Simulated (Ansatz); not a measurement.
Consider the ligand exchange at the In–C bond: `[CH3][InH][Br]` + HBr → `[Br][InH][Br]` + CH₄.

Calculated with Ansatz (gas phase, PBE0-D4/def2-TZVP geometries, no zero-point term in ΔE). CCSD(T)/CBS is the MP2 limit (def2-TZVPP, def2-QZVPP) plus CCSD(T) − MP2 in def2-TZVPP, frozen cores. This one scheme is used for every species. DFT in def2-TZVPP. Elements past krypton have def2 core potentials. For Br, In outer-core shells are correlated without core-valence functions, which leaves a few kJ/mol of doubt a bond. Scalar relativity is left out up to krypton.

| level | ΔE (kJ/mol) |
| --- | --- |
| PBE0 | -154.5 |
| r2SCAN0 | -160.0 |
| BHLYP | -163.8 |
| MP2/def2-QZVPP | -152.3 |

Problem. What does CCSD(T)/CBS give? (An estimate is asked.)

Solution. The calculation gave: -153.5 kJ/mol. The listed levels differ from it by -1.0, -6.5, -10.3, 1.2 kJ/mol.

Largest T1 diagnostic among the species: 0.011.

From PBE to PBE0 (25 % exact exchange), in def2-TZVPP and without D4, ΔE moves by −5.4 kJ/mol. In def2-TZVPP, CCSD(T) changes the Hartree–Fock value by +30.1 kJ/mol (the triples alone add +2.0 kJ/mol) and MP2 by +28.4 kJ/mol.
